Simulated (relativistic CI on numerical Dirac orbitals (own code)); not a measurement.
**Forbidden lines of Lu XX**

Calculated at this level of theory: Dirac-Coulomb-Breit CI, orbitals from a KLI potential per configuration, model QED, unscaled Slater integrals (own radial code, finite nucleus).

Configurations in the expansion (outside the closed core [Ar] 3d10 4p6 4d10): 4s2 4f6, 4s2 4f5 5s, 4s2 4f4 5s2, 4s2 4f5 6s, 4s 4f7, 4f8. Levels of other configurations are missing.

```csv
λ vac (nm),Lower,Upper,Type,A (s⁻¹),E lower (eV),E upper (eV)
167.24,4s2 4f6 7F_4 [5],4s2 4f6 5G_4 [26],M1,4.29e+01,1.6644,9.0781
176.91,4s2 4f6 7F_1 [2],4s2 4f6 5G_2 [13],M1,6.58e+01,0.3233,7.3317
177.39,4s2 4f6 7F_5 [6],4s2 4f6 5G_4 [26],M1,4.20e+01,2.0888,9.0781
183.37,4s2 4f6 7F_2 [3],4s2 4f6 5G_3 [17],M1,6.66e+01,0.7554,7.5167
186.44,4s2 4f6 7F_6 [7],4s2 4f6 5H_6 [27],M1,8.00e+01,2.4656,9.1156
188.53,4s2 4f6 7F_2 [3],4s2 4f6 5G_2 [13],M1,7.77e+01,0.7554,7.3317
190.89,4s2 4f6 7F_5 [6],4s2 4f6 5D_4 [22],M1,4.58e+01,2.0888,8.5839
196.25,4s2 4f6 7F_3 [4],4s2 4f6 5G_4 [18],M1,6.32e+01,1.2136,7.5312
196.71,4s2 4f6 7F_3 [4],4s2 4f6 5G_3 [17],M1,1.02e+02,1.2136,7.5167
211.33,4s2 4f6 7F_4 [5],4s2 4f6 5G_4 [18],M1,1.42e+02,1.6644,7.5312
211.86,4s2 4f6 7F_4 [5],4s2 4f6 5G_3 [17],M1,1.16e+02,1.6644,7.5167
215.38,4s2 4f6 7F_4 [5],4s2 4f6 5G_5 [16],M1,5.08e+01,1.6644,7.4210
217.71,4s2 4f6 7F_4 [5],4s2 4f6 5D_3 [15],M1,1.05e+02,1.6644,7.3594
232.52,4s2 4f6 7F_5 [6],4s2 4f6 5G_5 [16],M1,1.62e+02,2.0888,7.4210
235.66,4s2 4f6 7F_5 [6],4s2 4f6 5G_6 [14],M1,3.23e+01,2.0888,7.3500
247.41,4s2 4f6 7F_3 [4],4s2 4f6 5D_2 [10],M1,2.99e+02,1.2136,6.2248
253.84,4s2 4f6 7F_6 [7],4s2 4f6 5G_6 [14],M1,1.77e+02,2.4656,7.3500
286.53,4s2 4f6 7F_2 [3],4s2 4f6 5D_1 [9],M1,3.41e+02,0.7554,5.0826
331.31,4s2 4f6 5D_1 [9],4s2 4f6 3P_0 [24],M1,6.42e+02,5.0826,8.8249
332.53,4s2 4f6 7F_1 [2],4s2 4f6 5D_0 [8],M1,4.11e+02,0.3233,4.0518
```

Terms are leading LS components. Brackets give the number of a level in order of energy, since labels repeat. The list gives strong lines, with weight on those to low levels, among the lowest 200 of 2143 levels, so that lines to higher ones, which can be the strongest, are missing. Levels whose partners in the same complex of configurations lie outside the list can be far off, and so can their lines. Rates are taken at the computed energies, electric ones in the length gauge.

At this charge energies of transitions that change n are usually good to better than 1 %, and those within a shell (Δn = 0) to a few per cent. Terms inside the open d or f shell come out 10 to 20 % too wide with unscaled integrals.

LS names give the leading component of a level, which can be under half, so a name can repeat, a term be missing and a line seem to break the LS rules.
